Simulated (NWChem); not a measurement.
CH$_{3}$F$_{3}$Sn; SMILES [CH3][Sn]([F])([F])[F]

def2 effective core potentials on Sn; no spin-orbit coupling.

Q: Give the equilibrium geometry at PBE-D3(BJ)/def2-SVP with def2 effective core potentials on Sn (NWChem) as a list of bonds and angles, with the point group.

A: point group C3v; any orientation.
Bond lengths (Å): C1–Sn2 2.140, C1–H6 1.105, C1–H7 1.105, C1–H8 1.105, Sn2–F3 1.945, Sn2–F4 1.945, Sn2–F5 1.945. Bond angles (°): Sn2–C1–H6 107.8, Sn2–C1–H7 107.8, Sn2–C1–H8 107.8, H6–C1–H7 111.1, H6–C1–H8 111.1, H7–C1–H8 111.1, C1–Sn2–F3 113.8, C1–Sn2–F4 113.8, C1–Sn2–F5 113.8, F3–Sn2–F4 104.8, F3–Sn2–F5 104.8, F4–Sn2–F5 104.8.
